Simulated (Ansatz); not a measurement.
Ansatz (a first-principles code) input:

Ansatz 0.2 input:
```yaml
crystal:
  periodic: [false, false, false]
  atoms:
    - {symbol: C, position_ang: [-0.18626734, -1.01819829, 0.69076495]}
    - {symbol: C, position_ang: [0.37705736, 0.03734785, 0.14778293]}
    - {symbol: O, position_ang: [-0.06247492, 0.87755403, -0.78775978]}
    - {symbol: H, position_ang: [-1.23594206, -1.24403079, 0.51478391]}
    - {symbol: H, position_ang: [0.37796789, -1.67190592, 1.33931723]}
    - {symbol: H, position_ang: [0.21303349, 1.78060702, -0.58331023]}
basis:
  gaussian:
    orbitals: def2-TZVPD
hamiltonian:
  xc: {name: B97M-V}
magnetization: {spin_polarized: true, initial_magnetization: 1}
output: {forces: true}
```

**Question.** Which total energy does the run end on?

**Answer.** -153.17082 Eh (B97M-V/def2-TZVPD). The basis has 141 functions.

It need not be the lowest isomer of its formula.
